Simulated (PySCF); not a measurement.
Field gradients at the hydrogen positions

C₆H₉FSi.
SMILES with atom numbers: `[CH3:1][C:2]#[C:3][C@@:4]1([SiH3:5])[CH2:6][C@H:7]1[F:8]` (hydrogens: H9, H10, H11 on C1; H12, H13, H14 on Si5; H15, H16 on C6; H17 on C7)

Geometry (GFN2-xTB, Å), atoms numbered from 1 in this order:
```
atom  x, y, z in Å
C1     3.2086   -0.4541    0.8263
C2     1.8031   -0.2639    0.5439
C3     0.6407   -0.0946    0.2990
C4    -0.7486    0.0977    0.0195
Si5   -1.2111    1.8350   -0.5782
C6    -1.5048   -1.1057   -0.5154
C7    -1.7348   -0.6482    0.8805
F8    -1.2717   -1.4262    1.9000
H9     3.7527   -0.6539   -0.0969
H10    3.6204    0.4417    1.2910
H11    3.3415   -1.2965    1.5048
H12   -0.5054    2.0888   -1.8334
H13   -2.6614    1.8537   -0.7922
H14   -0.8287    2.8017    0.4490
H15   -0.9463   -2.0215   -0.6426
H16   -2.2886   -0.9538   -1.2420
H17   -2.6727   -0.1883    1.1700
```

Level: PBE0/pcSseg-1 (PySCF, non-relativistic); Q(2H) = 0.00286 b; rigid geometry, the same for H and D, with no vibrational averaging.

Task: Rank these positions by the coupling χzz of a deuteron there, largest first.
A. H10 (methyl hydrogen)
B. H13 (Si–H hydrogen)
C. H15 (methylene hydrogen)

Result: C (220 kHz), A (207 kHz), B (108 kHz).

Task: What are Vzz, η and χzz (234.96 MHz × Q × Vzz) at all hydrogens?

Result: 
```tsv
atom	bonded to	bond length (Å)	Vzz (au)	η	χzz (kHz)
H9	C1	1.090	0.3083	0.02	207
H10	C1	1.090	0.3086	0.02	207
H11	C1	1.090	0.3086	0.02	207
H12	Si5	1.462	0.1635	0.01	110
H13	Si5	1.466	0.1602	0.02	108
H14	Si5	1.461	0.1638	0.01	110
H15	C6	1.080	0.3267	0.07	220
H16	C6	1.080	0.3296	0.06	221
H17	C7	1.084	0.3114	0.12	209
```

Task: Average by the element that carries the hydrogen.

Result: on C: 212 kHz over 6 positions, mean bond length 1.086 Å; on Si: 109 kHz over 3 positions, mean bond length 1.463 Å.

Task: Give the 2H NMR doublet splittings at H13 for a magnetic field along the z, y and x axes of the gradient: 3χ/2, 3χ(1 + η)/4, 3χ(1 − η)/4.

Result: With |χ| = 107.7 kHz and η = 0.024: 162, 83 and 79 kHz, to first order and without motion.

Isolated species at its GFN2-xTB geometry, gas phase. GFN2-xTB frequencies show an imaginary mode (32i cm⁻¹), so this geometry is no minimum at that level. GFN2-xTB bond lengths can be off by several hundredths of an ångström, more for odd bonds, and the gradients follow them. The small basis limits the accuracy of the gradients.
